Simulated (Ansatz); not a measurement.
WN(NH2)3 (WN₄H₆). Charge 0, multiplicity 1. Geometry PBE0-D4/def2-SVP; atoms count from 1.

```xyz
11

W    -0.170    0.004    0.257
N    -1.082    0.023    1.645
N    -1.204    1.098   -0.997
H    -2.088    1.551   -0.793
H    -0.924    1.292   -1.955
N    -0.074   -1.897   -0.208
H     0.420   -2.266   -1.016
H    -0.503   -2.653    0.314
N     1.536    0.794    0.812
H     1.756    1.124    1.745
H     2.333    0.930    0.195
```

In the def2 sets W takes a core potential; there is no spin–orbit coupling.

Q: Estimate the Mulliken populations from the PBE0/def2-TZVP orbitals of Ansatz.

A: 
```tsv
atom	charge (e)	d electrons
W1	1.13	3.76
N2	-0.41	–
N3	-0.75	–
H4	0.27	–
H5	0.24	–
N6	-0.75	–
H7	0.24	–
H8	0.27	–
N9	-0.75	–
H10	0.27	–
H11	0.24	–
```
Mulliken values and Mayer orders depend strongly on the basis.

Q: And the Mayer bond orders between bonded heavy atoms (over 0.3)?

A: W1–N2 2.94 (1.66 Å); W1–N3 1.11 (1.96 Å); W1–N6 1.11 (1.96 Å); W1–N9 1.11 (1.96 Å).
